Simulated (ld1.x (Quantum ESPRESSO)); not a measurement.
# What one change does to a pseudopotential (molybdenum (Mo), TM)

* Element: molybdenum (Mo)
* Generator: ld1.x (Quantum ESPRESSO) 7.5
* Type: norm-conserving Troullier–Martins (Kleinman–Bylander form)
* Functional: PBEsol
* Relativity: scalar-relativistic
* Frozen core: [Ar] 3d10 4s2
* Valence charge: 12
* Reference configuration: 4p6 4d6 5s0 5p0
* Partial waves: 5s (bound, empty): rc 2.80 bohr; 4p (bound): rc 1.65 bohr; 4d (bound): rc 2.60 bohr
* Local potential: the d channel
* Core correction: none

All-electron outer shells of the reference configuration (PBEsol, scalar-relativistic, ld1.x):

| shell | level (eV) | outermost node (bohr) | outermost maximum (bohr) |
| --- | --- | --- | --- |
| 3d | -218.72 | – | 0.32 |
| 4s | -62.15 | 0.51 | 0.99 |
| 4p | -36.40 | 0.52 | 1.08 |
| 5s | -3.46 | 1.35 | 3.00 |
| 4d | -2.31 | 0.53 | 1.42 |
| 5p | -0.70 | 1.56 | 4.37 |

Change: wave 4p (bound): rc 1.65 bohr becomes 4p (bound): rc 2.14 bohr.

Cutoffs: the cutoffs (Ry, on a coarse ladder) from which the occupation-weighted sum of valence levels, in a spherical-Bessel basis at the reference potential, stays within 10 and 1 mRy of its value at 400 Ry; they do not see the model core or the augmentation charge, which bear on the density cutoff. Errors are all-electron minus pseudo energies relative to the spin-unpolarised reference configuration.

Question: What does the change do?

Answer: The potential gets softer (45 Ry and 55 Ry → 30 Ry and 45 Ry); both files keep a bound ghost (s); of the 7 tests that both files solve, the error grows in 0 and shrinks in 1 by more than 15 % and 0.3 meV (median size 30.0 → 29.6 meV). A larger radius leaves more room for a smooth pseudo-wave, so fewer plane waves are needed.

```csv
quantity,base,changed
"cutoff, loose",45 Ry,30 Ry
"cutoff, tight",55 Ry,45 Ry
bound ghosts,s,s
"error for 4p6 4d5 5s1 5p0, meV [ΔE -0.77 eV]",-13,-13
"error for 4p6 4d5 5s0 5p0, meV [ΔE 6.13 eV]",-6.9,-7.0
"error for 4p6 4d4 5s0 5p0, meV [ΔE 21.59 eV]",-30,-30
"error for 4p6 4d5 5s0.5 5p0, meV [ΔE 1.97 eV]",-8.0,-7.9
"error for 4p6 4d4 5s1 5p0, meV [ΔE 7.31 eV]",-41,-40
"error for 4p6 4d4 5s1 5p1, meV [ΔE 2.99 eV]",-69,-47
"error for 4p6 4d4 5s2 5p0, meV [ΔE -0.60 eV]",-67,-65
s: phases at 3.06 bohr within 0.05 rad from the reference energy up to (Ry; the scan ends near 5),n/a,n/a
p: phases at 3.06 bohr within 0.05 rad from the reference energy up to (Ry; the scan ends near 5),3.5,3.3
d: phases at 3.06 bohr within 0.05 rad from the reference energy up to (Ry; the scan ends near 5),1.2,1.2
```

 A true bound ghost makes a file unfit for plane-wave use even where its test errors are small: the radial tests pick states by their node count and pass the ghost by.
